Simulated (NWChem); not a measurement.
System: boric acid (H3BO3); SMILES OB(O)O

Input file for NWChem:

```
start job
memory heap 200 mb stack 900 mb global 1100 mb
geometry units angstroms noautosym nocenter noautoz
  O     -0.960121     0.999409     0.000000
  B     -0.037938     0.001812     0.000000
  O      1.293053     0.344052     0.000000
  O     -0.514656    -1.277638     0.000000
  H     -0.534738     1.861480     0.000000
  H      1.907973    -0.392472     0.000000
  H      0.158477    -1.960235     0.000000
end
basis spherical
  * library def2-svpd
end
dft
  xc xcamb88 1.00 lyp 0.81 vwn_5 0.19 hfexch 1.00
  cam 0.33 cam_alpha 0.19 cam_beta 0.46
  iterations 150
end
property
  response 1 0.0
end
task dft property
```

Excerpt of the output:

```
             Northwest Computational Chemistry Package (NWChem) 7.3.0
             --------------------------------------------------------

                             Geometry "geometry" -> ""
                             -------------------------

 Output coordinates in angstroms (scale by  1.889725989 to convert to a.u.)

  No.       Tag          Charge          X              Y              Z
 ---- ---------------- ---------- -------------- -------------- --------------
    1 O                    8.0000    -0.96012100     0.99940900     0.00000000
    2 B                    5.0000    -0.03793800     0.00181200     0.00000000
    3 O                    8.0000     1.29305300     0.34405200     0.00000000
    4 O                    8.0000    -0.51465600    -1.27763800     0.00000000
    5 H                    1.0000    -0.53473800     1.86148000     0.00000000
    6 H                    1.0000     1.90797300    -0.39247200     0.00000000
    7 H                    1.0000     0.15847700    -1.96023500     0.00000000

 Effective nuclear repulsion energy (a.u.)     116.3487909799

                              NWChem Property Module
                              ----------------------

                                 NWChem DFT Module
                                 -----------------

 Summary of "ao basis" -> "ao basis" (spherical)
 ------------------------------------------------------------------------------
       Tag                 Description            Shells   Functions and Types
 ---------------- ------------------------------  ------  ---------------------
 O                         def2-svpd                 9       23   4s3p2d
 B                         def2-svpd                 8       20   4s2p2d
 H                         def2-svpd                 4        8   2s2p

            General Information
            -------------------
          SCF calculation type: DFT
          Wavefunction type:  closed shell.
          No. of atoms     :     7
          No. of electrons :    32
           Alpha electrons :    16
            Beta electrons :    16
          Charge           :     0
          Spin multiplicity:     1
          Use of symmetry is: off; symmetry adaption is: off
          Maximum number of iterations: 150
          AO basis - number of functions:   113
                     number of shells:    47
          Convergence on energy requested:  1.00D-06
          Convergence on density requested:  1.00D-05
          Convergence on gradient requested:  5.00D-04

              XC Information
              --------------
                     Hartree-Fock (Exact) Exchange  1.000
                   CAM-Becke88 Exchange Functional  1.000
                      VWN V Correlation Functional  0.190 local
              Lee-Yang-Parr Correlation Functional  0.810

           Range-Separation Parameters
           ---------------------------
           Alpha           :  0.19
           Beta            :  0.46
           Gamma           :  0.33
           Short-Range HF  :     F

             Grid Information
             ----------------
          Grid used for XC integration:  medium
          Radial quadrature: Mura-Knowles
          Angular quadrature: Lebedev.
          Tag              B.-S. Rad. Rad. Pts. Rad. Cut. Ang. Pts.
          ---              ---------- --------- --------- ---------
          O                   0.60       49          10.0       434
          B                   0.85       49           9.0       434
          H                   0.35       45          11.0       434
          Grid pruning is: on
          Number of quadrature shells:   331
          Spatial weights used:  Erf1

      Superposition of Atomic Density Guess
      -------------------------------------

 Sum of atomic energies:        -250.08483294

      Non-variational initial energy
      ------------------------------

 Total energy =    -251.666103
 1-e energy   =    -572.729260
 2-e energy   =     204.714366
 HOMO         =      -0.500620
 LUMO         =       0.007212

   convergence    iter        energy       DeltaE   RMS-Dens  Diis-err
 ---------------- ----- ----------------- --------- --------- ---------
 d= 0,ls=0.0,diis     1   -252.1314738253 -3.68D+02  1.46D-02  9.82D-01
 d= 0,ls=0.0,diis     2   -252.1580069739 -2.65D-02  5.42D-03  9.70D-01
 d= 0,ls=0.0,diis     3   -252.2407584627 -8.28D-02  7.61D-04  1.41D-02
 d= 0,ls=0.0,diis     4   -252.2420837773 -1.33D-03  2.08D-04  9.20D-04
 d= 0,ls=0.0,diis     5   -252.2421487762 -6.50D-05  7.54D-05  2.61D-04
  Resetting Diis
 d= 0,ls=0.0,diis     6   -252.2421721083 -2.33D-05  2.19D-05  4.69D-06
 d= 0,ls=0.0,diis     7   -252.2421727447 -6.36D-07  6.61D-06  2.10D-07

         Total DFT energy =     -252.242172744669
      One electron energy =     -576.605833893236
           Coulomb energy =      238.959285324025
    Exchange-Corr. energy =      -30.944415155346
 Nuclear repulsion energy =      116.348790979888

 Numeric. integr. density =       32.000007161723

                       DFT Final Molecular Orbital Analysis
                       ------------------------------------

[...]

 DFT Linear Response polarizability / au
 Frequency  =       0.0000000 / au
              X              Y              Z
 -----------------------------------------------
 X      29.4879151     -1.2313927     -0.0000000
 Y      -1.2314144     31.3094997     -0.0000000
 Z      -0.0000000     -0.0000000     22.1270686
 -----------------------------------------------
 Eigenvalues =      28.8670838     31.9303309     22.1270686
 Isotropic   =      27.6414944
 Anisotropic =       8.6866346
 -----------------------------------------------

 Magnetic Dipole Response Matrix (nonzero elements):

 Exiting AOResponse driver routine
```

Level: CAM-B3LYP/def2-SVPD. Coordinates come from a PBE0/def2-SVP optimisation.
